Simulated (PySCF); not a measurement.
## Orbital picture of BeC⁺

UHF at R = 1.590 Å; basis Be jorge-DZP-DKH, C jorge-DZP-DKH; spin-free X2C with a Gaussian nucleus; PySCF 2.14. State: ⁴Σ⁻ (quartet), unpaired electrons σ ↑, π ↑↑. Only the outer orbitals are listed, counted within each symmetry.

| spin | orbital | occ. | ε (eV) | on Be (%) | main shells (%) |
| --- | --- | --- | --- | --- | --- |
| α | 3σ | 1 | -31.20 | 22 | 78 C s, 11 Be s, 10 Be p |
| α | 4σ | 1 | -20.15 | 26 | 67 C p, 21 Be s |
| α | 1π | 1 | -18.05 | 18 | 82 C p, 15 Be p |
| α | 1π | 1 | -18.05 | 18 | 82 C p, 15 Be p |
| α | 5σ | 0 | -7.88 | 97 | 58 Be s, 39 Be p |
| α | 2π | 0 | -4.12 | 93 | 90 Be p |
| α | 2π | 0 | -4.12 | 93 | 90 Be p |
| β | 3σ | 1 | -23.53 | 43 | 49 C s, 23 Be s, 18 Be p |
| β | 4σ | 0 | -7.72 | 97 | 61 Be s, 36 Be p |
| β | 1π | 0 | -5.30 | 83 | 83 Be p, 17 C p |
| β | 1π | 0 | -5.30 | 83 | 83 Be p, 17 C p |

Which are the highest filled and the lowest empty level, where do they sit, and how wide is the gap?

Highest filled α 1π at -18.05 eV (in %: 82 C p, 15 Be p); lowest empty α 5σ at -7.88 eV (in %: 58 Be s, 39 Be p); the gap at UHF is 10.17 eV.

The bond order (Mayer) is 1.60 and the ⟨S²⟩ is 3.753. The charge on Be (Mulliken, basis-dependent) is 0.73 and the charge on Be (Löwdin, basis-dependent) is 0.65. The dipole moment (positive dipole points towards C; it is taken about the centre of mass and depends on that origin) is -6.16 D and the polarisability along the bond is 19.8 bohr³. The polarisability across the bond is 14.2 bohr³.

The state is the lowest determinant that a PBE0 search found; another state may lie lower at other levels.
